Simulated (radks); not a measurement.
Values are calculated unless marked as measured or tabulated.
The thallium ion Tl+ inside a hard spherical wall (all orbitals vanish at R), configuration held at [Hg] and not refilled when levels cross. Code: a radial shooting solver on a logarithmic mesh with Libxc functionals. Model: scalar-relativistic Kohn-Sham, LDA (Slater exchange, VWN5 correlation), spin-polarised, spherical densities, finite nucleus; Fermi nuclear charge, rms radius 5.4759 fm. Eigenvalues in eV for spin up, with the zero of energy where the potential of the charges vanishes at infinity; a dash marks a level that is unbound or too diffuse for the functional's potential to be trusted. A positive occupied level is held by the wall or, in an anion where self-interaction has pushed it up, behind a barrier. The pressure on the wall is -dE/dV.

| R (bohr) | E (hartree) | kinetic (hartree) | e(4f) | e(5p) | e(5d) | e(6s) | e(6p, empty) | e(7s, empty) | pressure (GPa) |
|---|---|---|---|---|---|---|---|---|---|
| free | -20229.5755 | 22764.192 | -121.80 | -83.662 | -22.992 | -16.679 | -8.440 | -3.648 | 0 |
| 12 | -20229.5755 | 22764.192 | -121.80 | -83.662 | -22.992 | -16.679 | -8.440 | -3.549 | < 0.0001 |
| 10 | -20229.5755 | 22764.192 | -121.80 | -83.661 | -22.992 | -16.679 | -8.437 | -3.268 | < 0.0001 |
| 8 | -20229.5754 | 22764.194 | -121.79 | -83.656 | -22.986 | -16.674 | -8.394 | -2.199 | 0.00673 |
| 5 | -20229.5476 | 22764.438 | -121.13 | -83.018 | -22.390 | -15.936 | -6.514 | 9.524 | 4.78 |
| 4 | -20229.3988 | 22765.411 | -119.06 | -81.105 | -20.616 | -13.347 | -1.864 | 27.773 | 48.4 |
| 3.5 | -20229.1166 | 22766.995 | -116.23 | -78.609 | -18.257 | -9.541 | 4.129 | 47.384 | 171 |
| 2 | -20217.0991 | 22818.388 | -67.841 | -39.352 | 26.372 | 81.790 | 121.73 | 321.75 | 19000 |
